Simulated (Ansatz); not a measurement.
Al7N7: single points at one geometry.

```yaml
crystal:
  periodic: [false, false, false]
  atoms:
    - {symbol: Al, position_ang: [-3.104827, 1.150415, -0.057697]}
    - {symbol: Al, position_ang: [1.086035, -3.546006, 0.134731]}
    - {symbol: Al, position_ang: [-1.516741, -1.082929, 0.082668]}
    - {symbol: Al, position_ang: [1.079668, -1.084835, -0.132039]}
    - {symbol: Al, position_ang: [1.087720, 1.514370, 0.049685]}
    - {symbol: Al, position_ang: [-1.141995, 3.108584, -0.079280]}
    - {symbol: Al, position_ang: [3.544477, -1.095176, 0.102667]}
    - {symbol: N, position_ang: [-3.196300, -0.583712, 0.049956]}
    - {symbol: N, position_ang: [-2.854313, 2.861475, -0.128750]}
    - {symbol: N, position_ang: [-0.261523, -2.417474, 0.233199]}
    - {symbol: N, position_ang: [2.489986, -2.500769, -0.242448]}
    - {symbol: N, position_ang: [0.593507, 3.195113, 0.006123]}
    - {symbol: N, position_ang: [2.420797, 0.256814, 0.197091]}
    - {symbol: N, position_ang: [-0.226471, 0.224130, -0.215906]}
basis:
  gaussian: {orbitals: def2-TZVP, fitting: {mean_field: def2-universal-jkfit}}
magnetization: {spin_polarized: true, initial_magnetization: 2}
hamiltonian: {xc: pbe0, dispersion: d4}
scf: {omitted_lower_state_checks: [starts]}
output: {orbitals: {seedname: orbitals}}
```

The file start.molden holds the orbitals of an earlier run on this structure, at another level or in another basis.

```sh
$ ansatz run in.yaml --threads 2 --pin off --events-out ev --progress --plain --max-ram 32768MiB --backend cuda --devices 0, --max-vram 18GiB
```

Shortened log:

```
Functional definition: PBE0
1435 factors; integrals over basis functions are off by at most 4.1e-1 eV
mean field evaluation 1: about -56522.0750 eV, gradient 1.2e2 eV
mean field evaluation 2: about -56125.3368 eV, gradient 2.5e2 eV
mean field evaluation 4: about -56537.3429 eV, gradient 8.5e1 eV
mean field evaluation 8: about -56584.8934 eV, gradient 8.5e0 eV
mean field evaluation 16: about -56585.3465 eV, gradient 1.9e-1 eV
mean field evaluation 32: about -56585.3552 eV, gradient 9.0e-3 eV
mean field -56585.35518365 eV, -2079.4734480679 hartree, gradient 8.0e-6 eV, S^2 2.060588; 0 other end points of the search recorded, 0 dependent functions left out
reference -56585.35522661 eV, -2079.4734496465 hartree; 71, 69 occupied and 405, 407 virtual orbitals, 1435 factors
Total energy: -56586.14292733 eV, -2079.5023971142 hartree
Checks for a lower state left out: starts
```

Hardware: 2 threads of AMD EPYC 7R13 on a shared host and a share (18 GiB) of an NVIDIA H100 80GB HBM3. Wall time 30 s, peak host memory 1.1 GiB.

As the first input, with `gaussian: {orbitals: def2-TZVP, fitting: {mean_field: def2-universal-jkfit}, initial_orbitals: start.molden}`, `hamiltonian: {xc: pbe, dispersion: d4}` (abridged; 19 s):

```
Functional definition: PBE
mean field evaluation 16: about -56582.5272 eV, gradient 2.3e-6 eV
mean field -56582.52724245 eV, -2079.3695231457 hartree, gradient 2.3e-6 eV, S^2 2.029963
Total energy: -56583.42485520 eV, -2079.4025098057 hartree
Checks for a lower state left out: starts
```

Geometry: r2SCAN-D4/def2-SVP, that of the neutral singlet.

Single mean-field runs in def2-TZVP are fitted with def2-universal-jkfit. The order of the spin states hangs on the level: the singlet lies 0.10 eV below the triplet at PBE-D4/def2-TZVP, but 0.10 eV above it at PBE0-D4/def2-TZVP.
